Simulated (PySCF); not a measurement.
## Nuclear quadrupole coupling in `C[SiH](C)/C=C\C=O`

C₅H₁₀OSi.
Geometry (GFN2-xTB, Å), atoms numbered from 1 in this order:
```xyz
17
C5H10OSi angstrom
C     -1.6786    1.7100   -0.0737
Si    -0.4895    0.3071    0.4509
C     -1.3240   -1.3412   -0.0229
C      1.0422    0.6351   -0.6302
C      2.1685   -0.0737   -0.5088
C      2.2230   -1.1257    0.4875
O      1.2924   -1.4117    1.2075
H     -1.9236    1.6631   -1.1316
H     -1.2554    2.6916    0.1189
H     -2.6129    1.6497    0.4755
H     -0.1983    0.5072    1.8736
H     -2.2925   -1.1711   -0.4836
H     -0.7172   -1.9159   -0.7156
H     -1.4741   -1.9557    0.8574
H      1.0018    1.4244   -1.3682
H      3.0524    0.0928   -1.1106
H      3.1791   -1.6737    0.5640
```

Field gradients from the PBE0/pcSseg-1 density (PySCF, non-relativistic), principal values in atomic units, ordered |Vxx| ≤ |Vyy| ≤ |Vzz|:

| atom | Vxx | Vyy | Vzz |
| --- | --- | --- | --- |
| O7 | 0.5009 | 1.3304 | -1.8313 |

Find the asymmetry η = (Vxx − Vyy)/Vzz and the couplings χ = eQV/h (234.96 MHz × Q in barn × V in au), with Q(17O) = −0.0256 b.

```json
{"atom": "O7", "environment": "aldehyde oxygen", "nucleus": "17O", "η": "0.45", "χzz (MHz)": "11.02", "χxx (MHz)": "-3.01", "χyy (MHz)": "-8.00"}
```

What is Vzz at O7 in SI units (1 au = 9.71736 × 10²¹ V/m²)?

-1.8313 au = -17.795 × 10²¹ V/m².

And the gradient at the other heavy atoms, for which no coupling is worked out here?

| atom | environment | Vzz (au) | η |
| --- | --- | --- | --- |
| C1 | Si-methyl carbon | -0.096 | 0.04 |
| Si2 | SiH silicon | -0.248 | 0.80 |
| C3 | Si-methyl carbon | -0.028 | 0.18 |
| C4 | alkene CH carbon | 0.551 | 0.29 |
| C5 | alkene CH carbon | 0.296 | 0.51 |
| C6 | aldehyde carbon | 0.561 | 0.16 |

What couplings would deuterons (Q(2H) = 0.00286 b) have in place of the hydrogens, at this geometry?

```csv
atom,bonded to,bond length (Å),Vzz (au),η,χzz (kHz)
H8,C1,1.087,0.3262,0.02,219
H9,C1,1.086,0.3274,0.02,220
H10,C1,1.085,0.3288,0.02,221
H11,Si2,1.466,0.1631,0.04,110
H12,C3,1.086,0.3259,0.01,219
H13,C3,1.085,0.3275,0.01,220
H14,C3,1.084,0.3290,0.01,221
H15,C4,1.081,0.3281,0.01,220
H16,C5,1.082,0.3224,0.07,217
H17,C6,1.105,0.2742,0.02,184
```

The structure is a single GFN2-xTB conformer in the gas phase; no vibrational or solvent corrections. GFN2-xTB frequencies show an imaginary mode (54i cm⁻¹), so this geometry is no minimum at that level. GFN2-xTB bond lengths can be off by several hundredths of an ångström, more for odd bonds, and the gradients follow them. With a basis this small, the couplings can be 20 % off.
